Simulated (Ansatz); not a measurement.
`C[SiH2][O][ZnH]` and `[SiH3][O][ZnH]` differ in one atom or group.

Ansatz, PBE0-D4/def2-TZVP geometries, multiplicity 1. Each molecule was computed in one conformer, which needn't be the lowest.

Scalar relativity is left out up to krypton.

| property | `C[SiH2][O][ZnH]` |
| --- | --- |
| size of the dipole moment (ωB97M-V/def2-TZVPP) / D | 1.22 |
| HOMO energy (B3LYP/def2-TZVPP) / eV | -7.79 |
| HOMO–LUMO gap (PBE/def2-TZVPP) / eV | 5.38 |
| ideal-gas entropy at 298 K and 1 bar (rigid rotor, harmonic PBE0-D4/def2-TZVP) / J/(mol·K) | 362 |
| LUMO energy (PBE/def2-TZVPP) / eV | -1.21 |
| HOMO–LUMO gap (PBE0/def2-TZVPP) / eV | 7.57 |

Problem. What does the change do to each property? (An estimate is asked.)

Solution. Computed: 
```json
{"property": "size of the dipole moment (ωB97M-V/def2-TZVPP) / D", "`[SiH3][O][ZnH]`": "1.75", "shift": "0.53"}
{"property": "HOMO energy (B3LYP/def2-TZVPP) / eV", "`[SiH3][O][ZnH]`": "-8.00", "shift": "-0.21"}
{"property": "HOMO–LUMO gap (PBE/def2-TZVPP) / eV", "`[SiH3][O][ZnH]`": "5.43", "shift": "0.05"}
{"property": "ideal-gas entropy at 298 K and 1 bar (rigid rotor, harmonic PBE0-D4/def2-TZVP) / J/(mol·K)", "`[SiH3][O][ZnH]`": "331", "shift": "-31"}
{"property": "LUMO energy (PBE/def2-TZVPP) / eV", "`[SiH3][O][ZnH]`": "-1.38", "shift": "-0.17"}
{"property": "HOMO–LUMO gap (PBE0/def2-TZVPP) / eV", "`[SiH3][O][ZnH]`": "7.68", "shift": "0.11"}
```

With PBE0 the HOMO falls by 0.23 eV and the LUMO falls by 0.12 eV, so the gap widens by about 0.11 eV. PBE moves the HOMO by -0.22 eV and ωB97M-V by -0.24 eV. The zero-point energy changes by -76.1 kJ/mol with -9 modes. Dipoles are sizes alone; their direction can turn. Modes under 60 cm⁻¹, often nearly free rotors, make the harmonic entropy too high.

B3LYP here is the variant with VWN-RPA as its local correlation; programs differ in this.
